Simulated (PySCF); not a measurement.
## Computed properties of C₂H₉ClOSi₂, SMILES CO[Si@H](Cl)[SiH2]C

C2H9ClOSi2, SMILES O(C)[Si@@H]([SiH2]C)Cl. The structure is a stationary point at r2SCAN-D4/def2-SVP. The structure was generated by enumeration; whether it is a known compound was not checked. Other conformers were not sampled. All values are computed for the isolated molecule unless a solvent is named; none is compared with measurement here.

**Structure.** All 39 harmonic modes at r2SCAN-D4/def2-SVP (PySCF) are real, so it is a minimum. With heavy atoms numbered as in [CH3:1][O:2][Si@H:3]([Cl:4])[SiH2:5][CH3:6], the shortest bond between them is C1–O2 at 1.416 Å and the longest Si3–Si5 at 2.336 Å.

**Vibrations.** The strongest infrared lines (harmonic, unscaled, degenerate partners summed) lie at 1132 cm⁻¹ (285 km/mol, O 47 %, C 35 %, H 15 %), 787 cm⁻¹ (169 km/mol, H 70 %, Si 18 %), 834 cm⁻¹ (164 km/mol, H 77 %, Si 17 %). The softest mode is at 41 cm⁻¹ and the zero-point energy is 67.1 kcal/mol.

**Electronic structure.** PBE0/def2-TZVP (PySCF) places the frontier levels at -7.89 and -0.29 eV, a gap of 7.60 eV, and gives a dipole moment of 1.05 D and a mean polarisability of 94.3 bohr³. PBE/def2-TZVP (PySCF) at the same geometry gives -6.68 and -1.12 eV, so its gap is 2.04 eV narrower. An orbital gap is neither the optical nor the fundamental gap.

**Excitations.** TDA-ωB97X/def2-SVPD (PySCF) has S1 at 6.82 eV (182 nm, f = 0.045, weak); the most intense of the 6 singlets computed lies at 8.32 eV (f = 0.07). T1 (TDA) is at 6.06 eV, 0.76 eV under S1. TDA-PBE/def2-SVPD (PySCF) puts S1 at 5.85 eV. No vertical singlet excitation falls in the visible range (under 3.1 eV).

**NMR.** GIAO shifts at PBE0/pcSseg-1 (PySCF) (non-relativistic, atoms alike by connectivity averaged): ¹³C from -9.8 to 57.3 ppm against TMS; ¹H from 0.6 to 6.1 ppm against TMS; ²⁹Si from -69.5 to 16.7 ppm against TMS. Without spin–orbit terms, shifts of atoms bonded to Cl or Br come out too high.

**Solvation.** SMD-B3LYP/def2-SVP (PySCF) gives 1.3 kcal/mol in water, -3.2 kcal/mol in chloroform, -2.8 kcal/mol in tetrahydrofuran (1 M in both phases, gas-phase geometry).
